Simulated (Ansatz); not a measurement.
A structure drawn as `[OH][SnH]1[NH]C[O]1`, with this starting geometry:

```xyz
10

O     2.4915   -0.5905    0.1589
Sn    1.0177    0.6325    0.1170
N    -0.6117   -0.2058    0.9364
C    -1.2634   -0.2808   -0.4547
O    -0.2538    0.2113   -1.3035
H     2.1497   -1.5074   -0.0870
H     1.2432    2.3538    0.4272
H    -1.1494    0.6156    1.3908
H    -2.2121    0.1970   -0.5352
H    -1.4116   -1.4257   -0.6500
```

The species carries charge 0 and has multiplicity 1. Sn takes the def2 core potential.

Does it keep its bonds when Ansatz relaxes it at PBE-D4/def2-SVP and then PBE0-D4/def2-TZVP?

Yes, every drawn bond is still there and no new one forms.

Give the relaxed structure. (Estimate.)

Computed: 
Z-matrix (Å, degrees):
```
Sn
N 1 2.028
C 1 2.509 2 36.0
O 1 1.949 2 113.8 3 -112.4
O 1 1.990 2 70.1 3 -4.5
H 1 1.697 2 131.4 3 111.1
H 2 1.011 1 122.0 3 -119.3
H 3 1.098 1 129.2 2 -88.1
H 3 1.099 1 122.1 2 95.2
H 4 0.961 1 112.3 2 31.0
```
All modes are real.

Atoms count as bonded under 1.1 times the sum of their covalent radii (H–H under 0.85 Å, pairs among N, O and F under 1.55 Å), and a drawn bond as lost past 1.3 times.
